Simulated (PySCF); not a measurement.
Name the molecule from its bond curve

A diatomic of charge 0 contains Sb. Its triplet curve at PBE0 in a triple-zeta basis (scalar-relativistic core potentials, PySCF), in eV from the separated fragments:

(R (Å), E (eV)): (1.480, -2.007), (1.549, -2.311), (1.618, -2.486), (1.669, -2.550), (1.721, -2.569), (1.773, -2.551), (1.841, -2.483), (1.927, -2.344), (2.031, -2.126), (2.168, -1.787)

The fit gives ωe = 1934 cm⁻¹ and the rotational constant Bₑ = 5.702 cm⁻¹.

Task: Which atom is the partner?

Result: The minimum lies at 1.720 Å, so the reduced mass is 16.8576 u Å² cm⁻¹/(Bₑ·Re²) = 0.9993 u. With Sb at 120.90 u the partner weighs about 1.0 u: H. The molecule is SbH.

Spin–orbit coupling is left out. The state was picked by a PBE0 search and need not be the measured ground state.
